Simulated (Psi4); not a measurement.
C₃H₈NO (SMILES CN(C)C=[OH+]), charge +1, singlet, at a GFN2-xTB geometry, with bond 7-1 at 1.6 times its length. Base run: B3LYP/def2-SV(P) (Psi4 1.11).

Input for Psi4:
```
memory 2 GB

molecule {
1 1
  C    -0.73167972   -1.14649548    0.58147152
  N    -0.32749045    0.16294619    0.12467996
  C    -1.27175011    1.22630015    0.36089755
  C     0.80219514    0.36526470   -0.45731035
  O     1.63846582   -0.60936410   -0.66156684
  H    -0.93219996   -1.11495839    1.65241951
  H     0.51353826   -2.31793265    0.26181110
  H    -1.64787047   -1.44599768    0.07212058
  H    -0.90275906    2.17745703   -0.01518407
  H    -1.46261890    1.31766064    1.43103265
  H    -2.21775428    0.99337170   -0.12983891
  H     1.04430255    1.37695391   -0.77701860
  H     2.46443317   -0.36197009   -1.10579244
}

set basis def2-sv(p)

energy('b3lyp')
print_variables()
```

Variants of this job, named by their change:

| change | ΔE vs base (mEh) | SCF cycles | grid points | basis functions |
|---|---|---|---|---|
| base | 0.000 | 9 | 277140 | 86 |
| dft_radial_scheme = mura | 0.000 | 9 | 280841 | 86 |
| ints_tolerance = 1e-8 | 0.000 | 9 | 277140 | 86 |
| cholesky_tolerance = 1e-3 (with scf_type cd) | -5.623 | 9 | 277140 | 86 |
| scf_type = mem_df | 0.000 | 9 | 277140 | 86 |
| dft_pruning_scheme = robust | 0.000 | 9 | 189598 | 86 |
| scf_initial_accelerator = none | 0.000 | 9 | 277140 | 86 |
| df_basis_scf = cc-pvqz-jkfit | 0.030 | 9 | 277140 | 86 |
| dft_pruning_scheme = treutler | -0.017 | 9 | 151846 | 86 |
| dft_nuclear_scheme = becke | 0.004 | 9 | 275612 | 86 |
| diis_max_vecs = 3 | 0.000 | 18 | 277140 | 86 |
| guess = modhuckel | 0.000 | 11 | 277140 | 86 |
| guess = sap | 0.000 | 11 | 277138 | 86 |
